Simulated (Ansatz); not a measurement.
Reaction (isomerisation): `C=C1[SiH2]C1Cl` → `CC#C[SiH2]Cl`

Calculated with Ansatz (gas phase, PBE0-D4/def2-TZVP geometries, no zero-point term in ΔE). CBS: MP2 limit from def2 TZ/QZ plus the TZ coupled-cluster correction, frozen cores. DFT in def2-TZVPP. B3LYP here is the variant with VWN-RPA as its local correlation; programs differ in this.

```tsv
level	ΔE (kJ/mol)	difference from CCSD(T)/CBS
PBE-D4	-199.5	35.4
r2SCAN-D4	-220.5	14.4
PBE0-D4	-210.0	24.9
B3LYP-D4	-228.1	6.8
ωB97X-V	-223.0	11.9
ωB97M-V	-227.8	7.1
B2PLYP	-241.8	-6.9
PBE	-203.8	31.1
r2SCAN	-221.3	13.6
PBE0	-213.6	21.3
B3LYP	-235.2	-0.3
HF/def2-TZVPP	-278.6	-43.7
MP2/def2-TZVPP	-244.6	-9.7
SCS-MP2/def2-TZVPP	-249.0	-14.1
CCSD/def2-TZVPP	-241.0	-6.1
CCSD(T)/def2-TZVPP	-234.5	0.4
HF/def2-QZVPP	-278.3	-43.4
MP2/def2-QZVPP	-244.8	-9.9
SCS-MP2/def2-QZVPP	-249.7	-14.8
HF/CBS(def2)	-278.3	-43.4
MP2/CBS(def2)	-245.1	-10.2
CCSD/CBS(def2)	-241.5	-6.6
CCSD(T)/CBS	-234.9	0
```

Largest T1 diagnostic among the species: 0.012.

From PBE to PBE0 (25 % exact exchange), in def2-TZVPP and without D4, ΔE moves by −9.8 kJ/mol. In def2-TZVPP, CCSD(T) changes the Hartree–Fock value by +44.1 kJ/mol (the triples alone add +6.5 kJ/mol) and MP2 by +33.9 kJ/mol.
